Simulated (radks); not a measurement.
Q: Coherent X-ray form factor from a spherical all-electron density. Calculated with a radial shooting solver on a logarithmic mesh with Libxc functionals: scalar-relativistic Kohn-Sham, PBEsol, spin-polarised, spherical densities, finite nucleus; Fermi nuclear charge, rms radius of each element as measured or else 0.836 A^(1/3) + 0.57 fm.

| sin(theta)/lambda (1/angstrom) | f0 (electrons) |
|---|---|
| 0.05 | 41.726 |
| 0.1 | 40.926 |
| 0.15 | 39.661 |
| 0.2 | 38.026 |
| 0.25 | 36.130 |
| 0.3 | 34.087 |
| 0.4 | 29.968 |
| 0.5 | 26.277 |
| 0.6 | 23.270 |
| 0.8 | 19.107 |
| 1 | 16.318 |
| 1.25 | 13.427 |
| 1.5 | 10.878 |
| 2 | 7.346 |

The species is in the configuration that NIST lists as its ground one. Which atom or ion scatters so?

A: The tin ion Sn8+, [Kr] 4d6. Extrapolating in s^2 from the first two rows gives f0(0) = 42.0, near the electron count 42; among species with that count, the fall with angle is slower the higher Z, and the table is that of Z = 50; from so few rows the species is fixed only to a neighbour or two.
